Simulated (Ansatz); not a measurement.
Energy difference R1 → 3 P1 + 2 P2, each structure at its B3LYP-D3(BJ)/def2-TZVP stationary point, reached from a drawn start (curvature not checked).
R1, C3S2 (SMILES S=C=C=C=S) (charge 0, multiplicity 1):
```json
[
 {"atom": "S", "x (Å)": "0.0000", "y (Å)": "0.0000", "z (Å)": "-2.8267"},
 {"atom": "C", "x (Å)": "0.0000", "y (Å)": "0.0000", "z (Å)": "-1.2729"},
 {"atom": "C", "x (Å)": "0.0000", "y (Å)": "0.0000", "z (Å)": "0.0000"},
 {"atom": "C", "x (Å)": "0.0000", "y (Å)": "0.0000", "z (Å)": "1.2729"},
 {"atom": "S", "x (Å)": "0.0000", "y (Å)": "0.0000", "z (Å)": "2.8267"}
]
```
P1: C atom, charge 0, multiplicity 3.
P2: S atom, charge 0, multiplicity 3.

P less R. No zero-point or thermal terms; singlets are restricted closed shells; open shells are unrestricted; no spin–orbit coupling.

Correlated levels freeze the cores.

The values were computed with Ansatz (Gaussian basis) for Hartree–Fock, density functionals and correlated methods. All values are computed, each at the level named.

Give the reaction energy at the level CCSD(T)/cc-pV(Q+d)Z.

550.6 kcal/mol

Predict the reaction energy from SCS-MP2/cc-pV(T+d)Z.

557.0 kcal/mol

Estimate the reaction energy that HF/cc-pV(D+d)Z returns for this input.

340.3 kcal/mol

Ansatz is an electronic-structure program.
